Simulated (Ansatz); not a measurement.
Conformers of C2H6BCl (SMILES CCBCl), B3LYP-D3(BJ)/def2-TZVP minima from an xTB search, which can miss the lowest.
Conformer 1 (charge 0, multiplicity 1):
```xyz
10

C     -0.7831     0.9188    -0.2104
C     -0.3114    -0.4831     0.1740
B      1.2072    -0.8050     0.1392
Cl     2.4115     0.3892    -0.3310
H     -0.3445     1.6749     0.4423
H     -1.8686     1.0063    -0.1428
H     -0.4896     1.1673    -1.2314
H     -0.7971    -1.2440    -0.4549
H     -0.6547    -0.7464     1.1855
H      1.6302    -1.8780     0.4295
```
Conformer 2 (charge 0, multiplicity 1):
```xyz
10

C     -1.243    -0.070    -0.236
C      0.075     0.274     0.470
B      1.365    -0.228    -0.234
Cl     2.924     0.518     0.102
H     -1.313     0.430    -1.203
H     -2.106     0.236     0.357
H     -1.325    -1.143    -0.417
H      0.140     1.343     0.692
H      0.097    -0.213     1.459
H      1.385    -1.148    -0.990
```

Cores are frozen in the correlated methods. MP2 and its Hartree–Fock in cc-pV(Q+d)Z are density fitted.

Run with Ansatz (Gaussian orbitals). Values without a source in brackets are computed.

The energy of conformer 2 above conformer 1 is E(conformer 2) − E(conformer 1). Total energies (hartree):

```csv
level,conformer 2,conformer 1
HF/cc-pV(T+d)Z,-563.5108417,-563.5110544
MP2/cc-pV(T+d)Z,-564.1537988,-564.1551734
HF/cc-pV(Q+d)Z,-563.5208604,-563.5210367
MP2/cc-pV(Q+d)Z,-564.2108911,-564.2123316
CCSD(T)/cc-pV(T+d)Z,-564.2317503,-564.2329291
```

Question: Work out the energy of conformer 2 above conformer 1 at the basis-set limit: extrapolate the MP2 correlation part as X⁻³, take Hartree–Fock from the larger set, and add the CCSD(T) − MP2 difference of cc-pV(T+d)Z.

Answer: 
1. Differences (1 hartree = 627.509 kcal/mol): HF/cc-pV(T+d)Z 0.133; MP2/cc-pV(T+d)Z 0.863; HF/cc-pV(Q+d)Z 0.111; MP2/cc-pV(Q+d)Z 0.904; CCSD(T)/cc-pV(T+d)Z 0.740.
2. Correlation parts, MP2 less HF: 0.729 in cc-pV(T+d)Z (X = 3), 0.793 in cc-pV(Q+d)Z (X = 4).
3. Limit (4³·(0.793) − 3³·(0.729))/(4³ − 3³) = 0.840; with HF/cc-pV(Q+d)Z it gives 0.951.
4. CCSD(T) less MP2 in cc-pV(T+d)Z: -0.123.
Result: 0.83 kcal/mol, against 0.86 at MP2/cc-pV(T+d)Z. It is an estimate of this method's limit, not of the exact value.

Ansatz is an electronic-structure program.
